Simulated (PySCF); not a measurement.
**Stretching MoH**

Set-up: basis Mo cc-pVDZ-PP with ECP28, H cc-pVDZ; scalar-relativistic core potentials; PySCF 2.14. Energies in eV from Mo (4d5 5s1) + H in their ground configurations at the same level. State: ⁶Σ⁺ (sextet), unpaired electrons σ ↑, π ↑↑, δ ↑↑.

All columns are PBE0. A positive dipole means Mo(−)H(+).

```json
{"R (Å)": "1.483", "E (eV)": "-1.869", "μ (D)": "-1.99", "Mulliken charge on Mo (basis-dependent)": "0.01", "HOMO (eV)": "-5.41", "LUMO (eV)": "-1.36", "Mayer bond order": "1.06", "⟨S²⟩": "8.77"}
{"R (Å)": "1.552", "E (eV)": "-2.124", "μ (D)": "-2.16", "Mulliken charge on Mo (basis-dependent)": "0.03", "HOMO (eV)": "-5.44", "LUMO (eV)": "-1.48", "Mayer bond order": "1.04", "⟨S²⟩": "8.77"}
{"R (Å)": "1.621", "E (eV)": "-2.269", "μ (D)": "-2.33", "Mulliken charge on Mo (basis-dependent)": "0.05", "HOMO (eV)": "-5.48", "LUMO (eV)": "-1.59", "Mayer bond order": "1.02", "⟨S²⟩": "8.77"}
{"R (Å)": "1.672", "E (eV)": "-2.322", "μ (D)": "-2.46", "Mulliken charge on Mo (basis-dependent)": "0.06", "HOMO (eV)": "-5.51", "LUMO (eV)": "-1.68", "Mayer bond order": "1.01", "⟨S²⟩": "8.78"}
{"R (Å)": "1.724", "E (eV)": "-2.338", "μ (D)": "-2.58", "Mulliken charge on Mo (basis-dependent)": "0.08", "HOMO (eV)": "-5.54", "LUMO (eV)": "-1.76", "Mayer bond order": "0.99", "⟨S²⟩": "8.78"}
{"R (Å)": "1.776", "E (eV)": "-2.322", "μ (D)": "-2.71", "Mulliken charge on Mo (basis-dependent)": "0.09", "HOMO (eV)": "-5.57", "LUMO (eV)": "-1.85", "Mayer bond order": "0.98", "⟨S²⟩": "8.79"}
{"R (Å)": "1.845", "E (eV)": "-2.265", "μ (D)": "-2.87", "Mulliken charge on Mo (basis-dependent)": "0.10", "HOMO (eV)": "-5.61", "LUMO (eV)": "-1.95", "Mayer bond order": "0.97", "⟨S²⟩": "8.80"}
{"R (Å)": "1.931", "E (eV)": "-2.148", "μ (D)": "-3.06", "Mulliken charge on Mo (basis-dependent)": "0.11", "HOMO (eV)": "-5.66", "LUMO (eV)": "-2.08", "Mayer bond order": "0.94", "⟨S²⟩": "8.81"}
{"R (Å)": "2.034", "E (eV)": "-1.967", "μ (D)": "-3.26", "Mulliken charge on Mo (basis-dependent)": "0.12", "HOMO (eV)": "-5.72", "LUMO (eV)": "-2.22", "Mayer bond order": "0.91", "⟨S²⟩": "8.83"}
{"R (Å)": "2.172", "E (eV)": "-1.690", "μ (D)": "-3.45", "Mulliken charge on Mo (basis-dependent)": "0.13", "HOMO (eV)": "-5.78", "LUMO (eV)": "-2.38", "Mayer bond order": "0.87", "⟨S²⟩": "8.88"}
```

A fit through these points gives, at Re = 1.722 Å, μ = -2.58 D and dμ/dR = -2.44 D/Å; the reduced mass is 0.9976 u.

Task: How strong is the fundamental in the double-harmonic approximation, I = 42.26·(dμ/dR)²/μred km/mol?

Result: I = 42.26·(-2.44)²/0.9976 = 252 km/mol at PBE0.

The metal atom is held in its measured ground configuration; semilocal functionals can put another filling of s and d lower by some tenths of an eV, and De to that atom would be smaller. ⟨S²⟩ of the unrestricted solution departs from its pure value on part of the curve, where spin states mix. These are scalar-relativistic numbers at best; spin–orbit coupling would shift them, the dissociation energy most. The state is the lowest single determinant that the PBE0 search found; with open d or f shells the true ground state can be another one.
